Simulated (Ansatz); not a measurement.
`N[SiH](Cl)[GeH3]` + NH₃ → `N[SiH](N)Cl` + GeH₄  (cleavage of the Si–Ge bond)

Gas-phase electronic energies from Ansatz, PBE0-D4/def2-TZVP geometries. CCSD(T)/CBS is the MP2 limit (def2-TZVPP, def2-QZVPP) plus CCSD(T) − MP2 in def2-TZVPP, frozen cores. This one scheme is used for every species. For Ge outer-core shells are correlated without core-valence functions, which leaves a few kJ/mol of doubt a bond. Scalar relativity is left out up to krypton. Each species was taken in one conformer, which may not be the lowest.

`N[SiH](Cl)[GeH3]`:

```xyz
10

N    -0.544   -0.892    1.464
Si   -0.323    0.551    0.583
Cl   -2.088    1.485   -0.004
Ge    0.886    0.070   -1.403
H    -0.858   -0.859    2.422
H    -0.867   -1.729    1.005
H     0.345    1.518    1.485
H     0.918    1.294   -2.329
H     2.330   -0.347   -1.077
H     0.202   -1.091   -2.146
```

NH₃:

```xyz
4

N     0.061   -0.117   -0.249
H    -0.271   -0.803    0.417
H     0.869    0.332    0.165
H    -0.660    0.589   -0.333
```

`N[SiH](N)Cl`:

```xyz
9

N    -0.266   -0.618    1.285
Si   -0.444    0.155   -0.217
N     1.103    0.574   -0.774
Cl   -1.504   -1.214   -1.356
H    -0.954   -1.269    1.620
H     0.260   -0.189    2.028
H    -1.248    1.397   -0.290
H     1.213    1.276   -1.488
H     1.839   -0.113   -0.807
```

GeH₄:

```xyz
5

Ge    0.000    0.000    0.000
H    -0.668    0.919   -1.031
H     0.349   -1.340   -0.660
H    -0.963   -0.242    1.170
H     1.282    0.663    0.521
```

```csv
species,CCSD/CBS(def2) energy (Eh)
`N[SiH](Cl)[GeH3]`,-2883.33151
NH₃,-56.50119
`N[SiH](N)Cl`,-861.36886
GeH₄,-2078.48639
```

**Question.** Work out ΔE.

**Answer.** ΔE = (-861.36886) + (-2078.48639) − (-2883.33151) − (-56.50119) = -0.02255 Eh = -59.2 kJ/mol. CCSD(T)/CBS gives -56.7 kJ/mol.

Largest T1 diagnostic among the species: 0.012.

In def2-TZVPP, CCSD(T) changes the Hartree–Fock value by +19.0 kJ/mol (the triples alone add +2.5 kJ/mol) and MP2 by +15.7 kJ/mol. From PBE to PBE0 (25 % exact exchange), in def2-TZVPP and without D4, ΔE moves by −6.7 kJ/mol.
